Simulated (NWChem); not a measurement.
C4H7Cl; SMILES C1(CCl)CC1

```xyz
12

Cl    -0.3619     1.6026     0.0000
C      1.0493     0.4996     0.0000
C      0.6792    -0.9605     0.0000
C     -0.5003    -1.4967     0.7511
C     -0.5003    -1.4967    -0.7511
H      1.6398     0.7543     0.8919
H      1.6398     0.7543    -0.8919
H      1.5774    -1.5899     0.0000
H     -0.3864    -2.4475     1.2783
H     -1.1496    -0.7706     1.2476
H     -1.1496    -0.7706    -1.2476
H     -0.3864    -2.4475    -1.2783
```
Atoms are numbered in this order, from 1.

Program: NWChem. Pople sets run with spherical d functions. All runs use the structure optimised with PBE0/def2-SVP. No frequency run checked for a minimum. Vertical excitations in the gas phase; the lowest state need not have the same character in each row.

| level | lowest excitation, singlet (eV) | oscillator strength of that lowest state | orbital gap (eV) |
|---|---|---|---|
| PBE/6-31G*, full TDDFT | 6.71 | 0.000 | 6.56 |
| B3LYP/6-31G*, full TDDFT | ___ | 0.000 | ___ |
| CAM-B3LYP/6-31G*, full TDDFT | 7.58 | 0.000 | 11.73 |
| BHandHLYP/6-31G*, full TDDFT | 7.86 | 0.000 | 11.62 |

### Question
What belongs in the gaps?

### Answer

- B3LYP/6-31G*, full TDDFT, lowest excitation, singlet (eV): 7.30
- B3LYP/6-31G*, full TDDFT, orbital gap (eV): 8.59
